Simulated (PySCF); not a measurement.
## Basis and Hamiltonian dependence of the ionisation energy of Hg²⁺

Hg²⁺ [Xe] 4f14 5d10 (1S) → Hg³⁺ [Xe] 4f14 5d9 (2D). Calculated with PySCF 2.14 from differences of total energies of unrestricted determinants, without spin-orbit coupling. Values in eV.

| basis | Hamiltonian | functions | UHF | PBE | PBE0 | MP2 (valence) | CCSD(T) (valence) | CCSD(T) (valence and next inner shell) |
| --- | --- | --- | --- | --- | --- | --- | --- | --- |
| def2-SVP with the def2 core potential (60 electrons) | ECP | 32 | 33.706 | 35.345 | n/a | 35.023 | n/a | n/a |
| def2-TZVP with the def2 core potential (60 electrons) | ECP | 43 | 33.685 | n/a | n/a | 35.210 | n/a | n/a |
| aug-cc-pVDZ-PP with ECP60MDF | ECP | 54 | 33.600 | 35.325 | 35.218 | 35.241 | 35.034 | n/a |
| def2-TZVPPD with the def2 core potential (60 electrons) | ECP | 62 | 33.609 | 35.346 | 35.235 | 35.398 | 35.171 | 35.022 |
| cc-pVTZ-PP with ECP60MDF | ECP | 63 | 33.522 | 35.259 | n/a | 35.315 | n/a | n/a |
| aug-cc-pwCVDZ-PP with ECP60MDF | ECP | 70 | 33.577 | 35.299 | 35.193 | 35.289 | 35.055 | 34.842 |
| ANO-RCC-VTZP | spin-free X2C | 84 | 33.509 | 35.253 | 35.137 | 35.269 | 35.062 | 34.981 |
| aug-cc-pVTZ-PP with ECP60MDF | ECP | 88 | 33.517 | 35.255 | 35.142 | 35.371 | 35.142 | n/a |
| def2-QZVPPD with the def2 core potential (60 electrons) | ECP | 88 | 33.599 | 35.336 | 35.224 | 35.456 | 35.223 | 35.082 |
| x2c-TZVPPall | spin-free X2C | 97 | 33.528 | 35.275 | 35.158 | 35.257 | 35.053 | 34.966 |
| x2c-TZVPPall with one added diffuse shell each of s, p, d, f type | spin-free X2C | 113 | 33.524 | 35.272 | 35.155 | 35.258 | 35.055 | 34.968 |
| aug-cc-pVTZ-PP with one added diffuse shell each of s, p, d, f, g type with ECP60MDF | ECP | 113 | 33.516 | 35.254 | 35.141 | 35.372 | n/a | n/a |
| aug-cc-pwCVTZ-PP with ECP60MDF | ECP | 122 | 33.502 | 35.248 | 35.134 | 35.381 | n/a | 35.013 |

Frozen in the all-electron rows: valence: [Xe] 4f14; valence and next inner shell: [Kr] 4d10 4f14; with a core potential, the same shells as far as they lie outside it.

Between the lowest levels the reference is 34.49 ± 0.05 eV (measured; NIST Atomic Spectra Database, ionization energies); it includes spin-orbit coupling, which these numbers lack.
